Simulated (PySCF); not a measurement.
Computed with TPSSh-D3(BJ)/def2-TZVP // TPSS-D3(BJ)/def2-SVP in PySCF 2.14.0. Isolated molecules, 0 K electronic values unless said otherwise. One relaxed conformer stands for a flexible species; it need not be the lowest. 

Reference species: [W(F)6] (neutral, multiplicity 1).

| Property | Result |
|---|---|
| HOMO–LUMO gap | 6.46 eV |
| coordination number | 6 |

Changed species: [W(F)5(OH)] (1 of 6 F replaced by OH; the reference has 0 of 6 F replaced by OH).

What does the change do to the HOMO–LUMO gap and coordination number?

the HOMO–LUMO gap falls by 0.55 eV, to 5.91 eV; the coordination number hardly moves.
